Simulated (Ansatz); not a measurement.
Reactions of C₃H₃Cl, SMILES `C#CCCl`.

Isolated molecules relaxed with PBE0-D4/def2-TZVP in Ansatz; ΔE leaves out vibrations. CBS: MP2 limit from def2 TZ/QZ plus the TZ coupled-cluster correction, frozen cores. This one scheme is used for every species, atoms too. Functionals use def2-TZVPP. Open shells (•) are unrestricted, without spin–orbit coupling. Spin–orbit coupling would lower the free atoms: a little for C, Cl. For Ge, Zn outer-core shells are correlated without core-valence functions, so the limit isn't a true one: a few kJ/mol of doubt a bond, and 10 to 20 or more in all where bonds break to atoms. Scalar relativity is left out up to krypton. One conformer a species, not always the lowest.

| reaction | PBE-D4 (kcal/mol) | ωB97X-V (kcal/mol) | ωB97M-V (kcal/mol) |
| --- | --- | --- | --- |
| `C#CCCl` + `OCF` → `C#CCOCF` + HCl | 2.7 | 1.1 | 1.5 |
| `C#CCCl` → 3 C• + Cl• + 3 H• | 702.5 | 676.3 | 680.3 |
| `C#CCCl` + `[CH3][GeH3]` → `C#CC[CH2][GeH3]` + HCl | -5.2 | -6.1 | -6.1 |
| `C#CCCl` + H₂ → acetylene + `CCl` | -9.3 | -12.0 | -12.0 |
| `C#CCCl` + `[ZnH2]` → `Cl[CH2][ZnH]` + acetylene | -1.1 | -1.9 | -2.4 |
| `C#CCCl` → `ClC1C=C1` | 8.3 | 9.4 | 11.3 |
| `C#CCCl` + `[Cl][GeH2][Cl]` → `Cl[CH2][GeH]([Cl])[Cl]` + acetylene | -1.6 | -2.8 | -3.4 |
| `C#CCCl` + `[CH3][GeH2][F]` → `C#[C][GeH]([CH3])[F]` + `CCl` | -10.3 | -12.3 | -12.5 |

(1) Give the CCSD(T)/CBS values in the same order. (Estimate.)

Largest T1 diagnostic: 0.016, for `[ZnH2]`.

Answers

(1) Computed: 1.9, 677.1, -7.2, -12.2, -4.2, 13.5, -4.5, -13.5 kcal/mol.
